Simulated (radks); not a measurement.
Results of a calculation; reference values are marked as such.
Task: All-electron atom: Lu V in [Xe] 4f13 (the NIST ground configuration). Code: a radial shooting solver on a logarithmic mesh with Libxc functionals. Model: scalar-relativistic Kohn-Sham, LDA (Slater exchange, Perdew-Wang correlation), spin-unpolarised, spherical densities, finite nucleus; Fermi nuclear charge, rms radius 5.37 fm. Some entries of the table are withheld. Estimate them.

orbital  occ.  eigenvalue (Ry)  <r> (bohr)
1s          2        -4646.536     0.01934
2s          2        -794.1044     0.08190
2p          6        -699.4850     0.07294
3s          2        -182.7769         (1)
3p          6        -154.3711      0.2125
3d         10        -120.1510      0.1925
4s          2        -39.24855      0.4778
4p          6        -29.90733      0.5074
4d         10              (2)      0.5459
5s          2         -7.79038       1.142
5p          6         -5.51050       1.323
4f         13         -4.25896      0.6825
5d          0         -2.85926         (3)
6s          0              (4)       2.597

Result: 
(1) 3s <r> (bohr): 0.2129
(2) 4d eigenvalue (Ry): -17.70603
(3) 5d <r> (bohr): 1.812
(4) 6s eigenvalue (Ry): -2.55190
